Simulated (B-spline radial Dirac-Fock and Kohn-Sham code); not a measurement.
How the settings move the core levels of Mg⁺

ΔSCF core binding energies without Breit or QED terms, calculated with a radial atomic solver. Keys: rel is the Hamiltonian (dirac, or spin-free x2c and nr, where L3 and M5 stand for the whole 2p and 3d shells), method is hf or an exchange,correlation pair (spin-unpolarised, also for the hole states), nuc the nuclear model, radius_factor scales its radius, rmax is the box in bohr, h the logarithmic mesh step, order the B-spline order, points the quadrature points per cell, c_factor scales the speed of light, and damp, ndamp, maxit and tol steer the iteration. The run stops when the commutator error falls below 10·tol·max(1, Z/10), or the numerical noise floor, and the energy has settled to about 1e-8 Ha; the virial ratio is −V/T.

Base input:

```json
{"items": [{"Z": 12, "q": 1, "cfg": [[1, 0, 2], [2, 0, 2], [2, 1, 6], [3, 0, 1]], "A": 24, "rrms": 3.057, "do": "settings", "holes": ["K", "L3", "M5"],
  "settings": [{"rel": "dirac", "method": "hf", "nuc": "fermi", "radius_factor": 1.0, "rmax": 45.0, "h": 0.3, "order": 8, "points": 10, "c_factor": 1.0, "maxit": 60, "damp": 0.5, "ndamp": 3, "tol": 1e-08}]}]}
```

The ground state converged in 9 iterations, with total energy -199.69187 Ha, virial ratio 1.99679 and highest orbital energy -14.76 eV. ΔSCF binding energies: L3 (2p3/2) 66.45 eV. Holes are computed only in closed shells, and unreliable hole states are left out.

Changes from the base run:

```tsv
changed setting	Δ total energy (Ha)	Δ L3 (eV)	iterations
rel = "x2c"; method = "pw91,pw91"; order = 6	-0.38659	+2.72	12
h = 0.18	0.00000	0.00	8
nuc = "sphere"; h = 0.18; order = 6	0.00000	0.00	8
c_factor = 0.9	-0.07545	-0.03	9
radius_factor = 0.8	-0.00003	0.00	8
damp = 0.8	0.00000	0.00	9
method = "pw91,pw91"	?	?	?
```

Problem. What does the change method = "pw91,pw91" do?

Solution. The total energy moves by -0.39924 Ha and the binding energies by L3 +2.61 eV; the run takes 9 iterations.
